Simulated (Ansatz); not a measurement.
H$_{5}$NOSSi, SMILES `N[SiH](O)S`, relaxed with RKS PBE0-D4/def2-TZVP in Ansatz 0.2.0 from a PBE-D4/def2-SVP geometry. The force threshold is 0.005 eV/Å; the program also tests the step.

Charge 0, multiplicity 1.

Start:

```xyz
9

N    -0.538    1.166   -0.693
Si    0.218   -0.270   -0.116
O    -0.719   -1.636   -0.398
S     0.439   -0.158    2.035
H    -0.506    1.384   -1.692
H    -1.417    1.474   -0.271
H     1.547   -0.359   -0.813
H    -0.363   -2.466   -0.033
H     1.338    0.866    1.980
```

```
step  energy (eV)  largest force (eV/Å)  largest move (Å)
   1  -22325.9532                 0.708             0.000
   2  -22326.0017                 0.502             0.039
   3  -22326.0096                 0.155             0.041
   4  -22326.0127                 0.112             0.077
   5  -22326.0146                 0.022             0.043
   6  -22326.0147                 0.086             0.022
   7  -22326.0149                 0.010             0.008
   8  -22326.0149                 0.007             0.006
   9  -22326.0149                 0.003             0.001
```

End:

```xyz
9

N    -0.543    1.134   -0.690
Si    0.211   -0.273   -0.117
O    -0.692   -1.622   -0.381
S     0.447   -0.165    2.004
H    -0.495    1.381   -1.665
H    -1.374    1.491   -0.248
H     1.519   -0.375   -0.810
H    -0.356   -2.455   -0.044
H     1.285    0.884    1.952
```

It took 42 s on 2 threads of an Arm Neoverse V1 on a shared host, with 0.37 GiB of host memory at the peak.
